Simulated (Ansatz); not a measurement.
Molecule: C₃H₁₁Si₃ (charge -1, singlet). It need not be the lowest isomer of its formula. Whether it binds its extra electron was not tested at this geometry. SMILES: [CH-]1[SiH2]C[SiH2]C[SiH2]1
Geometry from a B3LYP-D3(BJ)/def2-TZVP (Ansatz, a quantum-chemistry and plane-wave program) optimisation:
```xyz
17

C     -0.7074     1.4070    -0.7527
Si     1.0556     1.4316    -0.4986
C      1.7675    -0.3295    -0.2864
Si     0.7102    -1.3793     0.8374
C     -1.0353    -1.4859     0.1860
Si    -1.8315     0.2403    -0.0121
H     -1.1502     2.3011    -1.1908
H      1.8178     2.0850    -1.6265
H      1.6553     2.1520     0.6988
H      1.7970    -0.8093    -1.2702
H      2.7938    -0.2770     0.0904
H      1.3042    -2.7511     1.0028
H      0.7063    -0.8065     2.2162
H     -1.6516    -2.1113     0.8396
H     -1.0013    -1.9639    -0.7986
H     -2.3917     0.4822     1.3809
H     -3.1080     0.0525    -0.7964
```
Charge -1, spin multiplicity 1.

Parts of the frozen-core correlation energy in aug-cc-pV(D+d)Z (Ansatz, hartree). Frozen orbitals: 18; correlated occupied orbitals by spin: 18 and 18; virtual: 228 and 228. Spin-orbit coupling is left out. No relativistic terms.

```
term                            value
-------------------------  ----------
reference (HF)             -986.84816
MP2 opposite-spin            -0.60942
MP2 same-spin                -0.17281
CCSD correlation             -0.86663
(T)                          -0.03323
T1 diagnostic                   0.013
largest doubles amplitude       0.012
```
